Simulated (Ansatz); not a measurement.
Ansatz (an electronic-structure program) job for CAgO, SMILES [Ag][C+]=O, charge +1, multiplicity 1, PBE/def2-TZVPD. Geometry: PBE0-D3(BJ)/def2-TZVP. The spin state was assumed, not searched. The def2 effective core potentials stand for the cores of Ag; spin–orbit coupling is left out.

Ansatz 0.2 input:
```yaml
crystal:
  periodic: [false, false, false]
  atoms:
    - {symbol: Ag, position_ang: [0.00000000, 0.00000000, 0.63478938]}
    - {symbol: C, position_ang: [0.00000000, 0.00000000, -1.49563344]}
    - {symbol: O, position_ang: [0.00000000, 0.00000000, -2.60766254]}
basis:
  gaussian:
    orbitals: def2-TZVPD
hamiltonian:
  xc: {name: PBE}
total_charge: 1
```

It prints:

```
WARN ansatz: RAYON_NUM_THREADS=1 ignored (pool sized by the plan → 1); use --threads N
Functional definition: PBE
integrals: 0.03 GiB planned
711 factors; their error is unknown
mean field: 0.29 GiB planned
mean field evaluation 1: about -7063.1058 eV, gradient 8.8e1 eV
mean field evaluation 2: about -7015.5121 eV, gradient 1.9e2 eV
mean field evaluation 4: about -7073.5657 eV, gradient 2.1e1 eV
mean field evaluation 8: about -7074.2936 eV, gradient 1.5e-1 eV
mean field evaluation 16: about -7074.2928 eV, gradient 2.8e-5 eV
mean field -7074.29276902 eV, -259.9754641335 hartree, gradient 2.8e-5 eV, S^2 0.000000; 0 other end points of the search recorded, 0 dependent functions left out
reference -7074.29280269 eV, -259.9754653710 hartree; 16, 16 occupied and 101, 101 virtual orbitals, 711 factors
Total energy: -7074.29280269 eV, -259.9754653710 hartree
```

The calculation finished and met its thresholds.
